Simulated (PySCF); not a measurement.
## Exercise with solution: oscillator strength and radiative lifetime

Si(CCH)(H)(OH)2 (C2H4O2Si), SMILES C#C[SiH](O)O.

The structure is a stationary point at PBE0-D3(BJ)/def2-SVP. This is a generated structure with no PubChem entry under its InChIKey; it may be hypothetical. One conformer was computed; it need not be the lowest.

TDDFT-CAM-B3LYP/def2-SVPD (PySCF) puts the first singlet state with f over 0.02 at 7.97 eV (vertical), with the transition dipole (0.743, -0.511, 0.000) in atomic units.

Q: Find the oscillator strength, the wavelength and the radiative lifetime that this transition would have in vacuum if emission retraced absorption.

A: 
|μ|² = 0.8132 au, so |μ| = 2.29 D. ΔE = 7.97/27.211 = 0.2929 hartree. f = (2/3) ΔE |μ|² = 0.159 (the program prints 0.159).
λ = 1239.84/7.97 = 156 nm; ν = 64282 cm⁻¹.
Einstein's coefficient A = 0.6670 ν² f s⁻¹ (ν in cm⁻¹) = 4.4e8 s⁻¹, so τ = 1/A = 2.3 ns. This state is S5; the lower singlets have f = 0.000, 0.001, 0.001, 0.002. The figure is the radiative limit of this one transition; relaxation, internal conversion, crossing to triplets and a medium change what is measured.
